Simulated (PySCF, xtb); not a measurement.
**Isomers of Cl2H3Si2+ in order of energy**

3 gas-phase structures of Cl2H3Si2+, found in a search over its isomers (lower ones may exist). Each was relaxed with GFN2-xTB; where two conformers were screened, the lower at r2SCAN-D4/def2-SVP is listed:

A. `[SiH2+][SiH](Cl)Cl`, a singlet
B. `Cl[SiH+][SiH2]Cl`, a singlet
C. `[SiH3][Si+](Cl)Cl`, a singlet

Estimate their order in r2SCAN-D4/def2-SVP energy at these geometries, lowest first.

Calculated order at r2SCAN-D4/def2-SVP: C (0.000), B (0.477), A (0.791) eV.

Energies above the lowest of each column, in eV:

```csv
structure,GFN2-xTB,HF/STO-3G,r2SCAN-D4/def2-SVP
C,0.047,0.000,0.000
B,0.000,0.272,0.477
A,0.405,0.518,0.791
```

r2SCAN-D4/def2-SVP puts C lowest; GFN2-xTB picks B. Some further structures that were screened fall inside this span and aren't listed. Flexible structures stand in one conformer each, not always the lowest. C keeps a small imaginary mode. Frequencies (GFN2-xTB) were run for C alone.

Programs: PySCF 2.14.0, xtb 6.7.1.
